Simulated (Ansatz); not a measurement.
Stepwise reaction of `F[SiH](F)Cl` with hydrogen chloride, as a gas-phase model of exchange steps in deposition or etching. ΔE in kJ/mol; ΔG adds harmonic PBE0-D4 terms to CCSD(T)/CBS, at 1 bar.

Computed with Ansatz on PBE0-D4/def2-TZVP structures; ΔE is electronic, products minus reactants. CBS: MP2 limit from def2 TZ/QZ plus the TZ coupled-cluster correction, frozen cores. This one scheme is used for every species. Functionals use def2-TZVPP. B3LYP here is the variant with VWN-RPA as its local correlation; programs differ in this.

```csv
step,reaction,PBE-D4,B3LYP-D4,ωB97M-V,CCSD(T)/CBS,ΔG(600 K)
2,`F[SiH](Cl)Cl` + HCl → `Cl[SiH](Cl)Cl` + H–F,39.8,49.7,48.6,45.5,55.7
```

(1) Give the row of step 1, `F[SiH](F)Cl` + HCl → `F[SiH](Cl)Cl` + H–F. (An estimate is asked.)

(2) By hand: ΔE of the 2 steps together at CCSD(T)/CBS.

Results:

(1) Ansatz gave: 
| step | reaction | PBE-D4 | B3LYP-D4 | ωB97M-V | CCSD(T)/CBS | ΔG(600 K) |
| --- | --- | --- | --- | --- | --- | --- |
| 1 | `F[SiH](F)Cl` + HCl → `F[SiH](Cl)Cl` + H–F | 42.5 | 52.7 | 51.3 | 49.7 | 54.3 |

(2) (49.7) + (45.5) = 95.2 kJ/mol, or 47.6 kJ/mol a step.

In ΔE the steps differ by no more than 4.2 kJ/mol. All are uphill at CCSD(T)/CBS. ΔG lies between 54.3 and 55.7 kJ/mol a step. PBE-D4 differs from CCSD(T)/CBS by -7.2 to -5.7 kJ/mol a step. Isolated molecules leave out the surface, adducts and barriers. Largest T1 diagnostic: 0.011.
